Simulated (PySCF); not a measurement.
C₂H₆ClIn. Atoms are numbered in the order given.

```xyz
10

In     0.4344    -0.0635     0.0000
H      2.1545    -0.2502     0.0000
Cl    -0.6765    -2.1856     0.0000
C     -0.9813     1.5956     0.0000
C     -0.3654     2.9949     0.0000
H     -1.6217     1.4290     0.8815
H     -1.6217     1.4290    -0.8815
H      0.2651     3.1708    -0.8867
H      0.2651     3.1708     0.8867
H     -1.1466     3.7752     0.0000
```

The structure is a stationary point at B3LYP-D3(BJ)/def2-SVP. The structure was generated by enumeration; whether it is a known compound was not checked. The def2 effective core potentials stand for the cores of In; spin–orbit coupling is left out. The values are those of a single conformer.

Calculation: C-PCM-M06-2X/def2-SVP run with PySCF 2.14.0.

The values are the electrostatic part of the solvation free energy, E(continuum) − E(gas) at the gas-phase geometry, in a cavity of scaled van der Waals radii (PySCF's table); cavitation and dispersion terms are not included. A continuum can't describe solvent molecules that bind to the metal. In vacuum the orbital gap is 7.50 eV. The dipole moment in vacuum is 3.56 D.

Computed values in water (ε = 78.36), benzene (ε = 2.27), toluene (ε = 2.37):
```json
[
 {"solvent": "water", "ε": "78.36", "ΔG(elec) (kcal/mol)": "-7.7", "dipole (D)": "4.50", "gap (eV)": "7.83"},
 {"solvent": "benzene", "ε": "2.27", "ΔG(elec) (kcal/mol)": "-4.1", "dipole (D)": "4.05", "gap (eV)": "7.69"},
 {"solvent": "toluene", "ε": "2.37", "ΔG(elec) (kcal/mol)": "-4.2", "dipole (D)": "4.07", "gap (eV)": "7.70"}
]
```
